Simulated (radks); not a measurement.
The numbers below are computed, except where a source is named.
Ce+, configuration [Xe] 4f1 5d2.

Level of theory: scalar-relativistic Kohn-Sham, LDA (Slater exchange, VWN5 correlation), spin-polarised, spherical densities, finite nucleus; open shells are filled with parallel spins first (spin-orbit coupling, left out, can overturn this in heavy ions); Fermi nuclear charge, rms radius 4.8771 fm; hard spherical wall at 7 bohr (a radial shooting solver on a logarithmic mesh with Libxc functionals).

Energy parts (hartree):
part                       energy
total                  -8853.2756
kinetic                 9380.4322
electron-nucleus      -21443.5961
Hartree                 3412.5078
exchange-correlation    -202.6195

Orbitals (lengths in bohr, moments of r in powers of bohr):
orbital,occ.,eigenvalue (hartree),<1/r>
1s up,1,-1478.375,63.28
1s down,1,-1478.375,63.28
2s up,1,-236.8606,14.59
2s down,1,-236.8584,14.59
2p up,3,-212.2709,13.82
2p down,3,-212.2692,13.82
3s up,1,-51.09152,5.292
3s down,1,-51.08076,5.292
3p up,3,-43.26798,5.014
3p down,3,-43.25723,5.014
3d up,5,-32.11753,4.758
3d down,5,-32.10832,4.759
4s up,1,-10.43818,2.213
4s down,1,-10.40898,2.213
4p up,3,-7.88164,2.041
4p down,3,-7.85234,2.041
4d up,5,-4.19966,1.779
4d down,5,-4.16992,1.779
4f up,1,-0.35073,1.203
4f down,0,-0.31732,1.209
5s up,1,-1.64378,0.8726
5s down,1,-1.60643,0.8749
5p up,3,-1.00941,0.7394
5p down,3,-0.96907,0.7423
5d up,2,-0.27526,0.4709
5d down,0,-0.23231,0.4676
5f up,0,0.12552,0.2969
5f down,0,0.15354,0.2882
6s up,0,-0.27718,0.3434
6s down,0,-0.24064,0.3367
6p up,0,-0.13308,0.3140
6p down,0,-0.10252,0.3073

The highest occupied level is 5d up at -7.490 eV. The configuration is held as typed, so some empty levels lie below it. Spin moment in Bohr magnetons: 3. The density falls to 0.001 e/bohr^3 at r = 4.34 bohr. The spin density at the nucleus is -2.581 e/bohr^3 (1s -0.016, 2s -0.223, 3s -1.227, 4s -0.063, 5s -1.053). The electron density at the nucleus is 3.961e+05 e/bohr^3 (large components only).
